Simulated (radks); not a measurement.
Problem. Zr XI, 30 electrons, occupied as [Ar] 3d10 4s2 (the NIST ground configuration). Calculated with a radial shooting solver on a logarithmic mesh with Libxc functionals: scalar-relativistic Kohn-Sham, PBEsol, spin-polarised, spherical densities, finite nucleus; Fermi nuclear charge, rms radius 4.2694 fm. Some entries of the table are withheld. Estimate them.

| orbital | occ. | eigenvalue (eV) | <r> (bohr) |
|---|---|---|---|
| 1s | 2 | -17999.63 | 0.03708 |
| 2s | 2 | -2650.394 | 0.1626 |
| 2p | 6 | (1) | 0.1417 |
| 3s | 2 | -580.6622 | 0.4563 |
| 3p | 6 | -493.7134 | (2) |
| 3d | 10 | (3) | 0.4447 |
| 4s | 2 | -206.4763 | 1.074 |
| 4p | 0 | -179.9795 | 1.139 |
| 5s | 0 | -105.6151 | 1.994 |

Solution. 
(1) 2p eigenvalue (eV): -2384.375
(2) 3p <r> (bohr): 0.4587
(3) 3d eigenvalue (eV): -351.0036
